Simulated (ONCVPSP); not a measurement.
# Before and after: ONCV potential for Re

rhenium, optimised norm-conserving Vanderbilt (ONCV), made with ONCVPSP 4.0.1 (PBE, scalar-relativistic). Core [Kr] 4d10 4f14, reference 5s2 5p6 5d4 (charge +3). Waves: 5s: rc 1.20 bohr, ncon 4, nbas 8, qcut 6 1/bohr, 2 projectors, debl 2.5 Ha; 5p: rc 1.75 bohr, ncon 4, nbas 8, qcut 9.3 1/bohr, 2 projectors, debl 2.8 Ha; 5d: rc 2.60 bohr, ncon 5, nbas 9, qcut 6.7 1/bohr, 2 projectors, debl 2.5 Ha. Local part: polynomial inside 1.15 bohr (lpopt 5, dvloc0 3 Ha). Core correction: none.

In the s channel the program set the typed energies aside and used -4.227, 0.250 Ha. In the p channel the program set the typed energies aside and used -2.813, 0.250 Ha.

All-electron outer shells of the reference configuration (PBE, scalar-relativistic, ld1.x):

| shell | level (eV) | outermost node (bohr) | outermost maximum (bohr) |
| --- | --- | --- | --- |
| 5p | -76.54 | 0.56 | 1.06 |
| 4f | -72.27 | – | 0.41 |
| 5d | -33.06 | 0.62 | 1.38 |

Change: all radii scaled by about 1.28 (s 1.54, p 2.24, d 3.32 bohr); local potential polynomial inside 1.48 bohr (lpopt 5, dvloc0 3 Ha). In the s channel the program set the typed energies aside and used -4.227, 0.050 Ha. In the p channel the program set the typed energies aside and used -2.813, 0.050 Ha. In the d channel the program set the typed energies aside and used -1.215, 0.050 Ha.

Cutoffs: the cutoffs (Ha) at which the residual kinetic energy of the hardest occupied pseudo-wave falls to 1 and 0.1 mHa per electron; they do not see the model core or the augmentation charge, which bear on the density cutoff. Errors are all-electron minus pseudo energies relative to the spin-unpolarised reference configuration.

Q: Predict the effect on cutoff, ghosts and configuration errors.

A: The potential gets softer (110 Ha and 130 Ha → 18 Ha and 68 Ha); of the 4 tests that both files solve, the error grows in 3 and shrinks in 1 by more than 15 % and 0.3 meV (median size 21.6 → 43.0 meV); neither file shows a bound ghost. A larger radius leaves more room for a smooth pseudo-wave, so fewer plane waves are needed.

| quantity | base | changed |
| --- | --- | --- |
| cutoff, loose | 110 Ha | 18 Ha |
| cutoff, tight | 130 Ha | 68 Ha |
| loose cutoff by channel | s 110 Ha, p 24 Ha, d 14 Ha | s 18 Ha, p 13 Ha, d 11 Ha |
| bound ghosts | none | none |
| GHOST(+) flags under 300 eV | s at 214.4 eV | none |
| error for 5s2 5p6 5d5 6s2, meV [ΔE -52.70 eV] | +33 | +24 |
| error for 5s2 5p6 5d5 6s1, meV [ΔE -43.45 eV] | +22 | +47 |
| error for 5s2 5p6 5d5, meV [ΔE -27.13 eV] | +10 | +61 |
| error for 5s2 5p6 5d5 6p2, meV [ΔE -42.82 eV] | +21 | +39 |
